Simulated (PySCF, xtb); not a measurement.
Be(NH2)(SMe) (CH₅BeNS), SMILES C[S][Be][NH2]. The values are those of a single conformer.

Harmonic wavenumbers (cm⁻¹) from GFN2-xTB in xtb at its own minimum, in rising order: 42, 78, 158, 184, 267, 444, 509, 594, 713, 938, 960, 1183, 1319, 1455, 1465, 1557, 3034, 3041, 3043, 3501, 3501.

What does PBE0-D3(BJ)/def2-SVP run with PySCF give at its own minimum? (Estimate from the structure and the level; the computed values follow.)

53, 116, 240, 250, 361, 473, 490, 663, 724, 957, 974, 1315, 1343, 1454, 1458, 1539, 3072, 3186, 3186, 3620, 3702. Paired by order, the mean absolute difference is 61 cm⁻¹ and the zero-point energies are 40.0 and 41.7 kcal/mol.
